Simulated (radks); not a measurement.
Results of a calculation; reference values are marked as such.
Question: These are the eigenvalues of the occupied orbitals of an atom or ion with whole-number occupations (eV). Code: a radial shooting solver on a logarithmic mesh with Libxc functionals. Model: Dirac Kohn-Sham, PBE, spin-unpolarised, spherical densities, point nucleus.

| orbital | eigenvalue |
|---|---|
| 1s1/2 | -67629.50 |
| 2s1/2 | -16055.26 |
| 2p1/2 | -15753.25 |
| 2p3/2 | -14616.64 |

Which element is it, and in what charge state? The configuration may be excited. Open shells, if any, are shared by 2j + 1.

Answer: Z = 70, ytterbium, charge +63: Yb63+ in [He] 2s2 2p3. The list shows which subshells hold electrons but not how many an open one holds; the 1s level, -2485.3 hartree, gives Z - s = 70.5 by -(Z - s)^2/2, which with screening and relativity narrows Z to a few neighbours, and the depths of the outer levels then fix element, charge and occupations together.
